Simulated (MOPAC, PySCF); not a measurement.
H4Br2N2Si, SMILES `Br[Si](Br)(N)N`, neutral singlet in the gas phase. 

Cartesian coordinates (Å):
```xyz
9

N     -1.3406    -0.5490    -0.3061
Si     0.0107     0.4317    -0.0407
N      1.3137    -0.5468     0.4093
Br    -0.6751     1.9341     1.4531
Br     0.7618     1.5937    -1.7856
H     -1.2771    -1.3147    -0.9586
H     -2.2672    -0.1584    -0.2592
H      1.2158    -1.1734     1.1928
H      2.2580    -0.2171     0.2952
```
Charge 0, spin multiplicity 1.

All levels are single points at this geometry (PBE0-D3(BJ)/def2-TZVP); Pople sets use spherical d functions. Orbital energies aren't observables, and empty levels follow the basis.

HF/6-31G* in PySCF gives dipole (D) = 2.83.

Question: Estimate the dipole (D) from each of these levels: M06-2X/def2-TZVP in PySCF; PBE-D3(BJ)/def2-TZVP in PySCF; B3LYP/6-311+G** (LANL2DZ on Br) in PySCF; B3LYP/LANL2DZ in PySCF; M06-2X/6-31G* in PySCF; SVWN5/6-31G* in PySCF; HF/3-21G in PySCF; HF/STO-3G in PySCF; AM1 in MOPAC; PM3 in MOPAC; PM6 in MOPAC; PM7 in MOPAC.

Answer: 
| level | dipole (D) |
|---|---|
| M06-2X/def2-TZVP in PySCF | 2.41 |
| PBE-D3(BJ)/def2-TZVP in PySCF | 2.44 |
| B3LYP/6-311+G** (LANL2DZ on Br) in PySCF | 2.63 |
| B3LYP/LANL2DZ in PySCF | 2.70 |
| M06-2X/6-31G* in PySCF | 2.92 |
| SVWN5/6-31G* in PySCF | 2.94 |
| HF/3-21G in PySCF | 3.06 |
| HF/STO-3G in PySCF | 2.49 |
| AM1 in MOPAC | 3.30 |
| PM3 in MOPAC | 4.84 |
| PM6 in MOPAC | 2.91 |
| PM7 in MOPAC | 2.55 |
